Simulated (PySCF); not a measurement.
**Correlation energy of Al (aluminium, neutral)**

[Ne] 3s1 3p1 3d1, one real determinant (an excited configuration). Computed with PySCF 2.14 in x2c-TZVPPall with one added diffuse shell each of s, p, d type (6s6p4d1f, 51 functions), with the spin-free X2C one-electron Hamiltonian (Gaussian nucleus). Frozen: 1s2; 11 electrons correlated.

```csv
level,correlation energy (mhartree)
CCSD,-162.83
(T),-5.18
CCSD(T),-168.01
```

Diagnostics: T1 = 0.020, D1 = 0.0919, largest double amplitude 0.341.

The real determinant used has ⟨L²⟩ near 8 against 12 for a pure F term, so it mixes terms. The outer electron is Rydberg-like, and this basis confines it to a smaller radius and binds it less than a complete one would. A double-excitation amplitude exceeds 0.15, a sign of near-degeneracy.

Cost of the coupled-cluster step: roughly 11 core-seconds, for 11 correlated electrons.

The reference is one real determinant that mixes LS terms of this configuration.

This basis was not built for core-valence correlation, so the inner-shell part is incomplete.
